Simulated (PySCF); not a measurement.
**Working out the ionisation energy of F+**

F+ [He] 2s2 2p4 (3P) → F(2+) [He] 2s2 2p3 (4S). Computed with PySCF 2.14 in x2c-QZVPPall with one added diffuse shell each of s, p, d, f type (8s5p4d3f1g, 73 functions), with the spin-free X2C one-electron Hamiltonian (Gaussian nucleus). Frozen: nothing. Energies in hartree (1 hartree = 27.21139 eV):

```csv
part,F+ (lower),F(2+) (upper)
UHF,-98.928507,-97.701521
CCSD correlation,-0.197506,-0.146002
(T),-0.002643,-0.001522
```

**Question.** What does Hartree-Fock give?

**Answer.** (-97.701521) − (-98.928507) = 1.226986 hartree = 33.388 eV.

**Question.** What do CCSD and CCSD(T) give?

**Answer.** The CCSD correlation energies differ by 0.051504 hartree = 1.401 eV and the triples by 0.001121 hartree = 0.031 eV, so CCSD gives 34.789 eV and CCSD(T) 34.820 eV.

Measured between the centres of the two terms (NIST): 34.950 eV, so CCSD(T) (valence and next inner shell) is off by -0.130 eV.

What remains against the reference includes basis incompleteness and higher excitations.
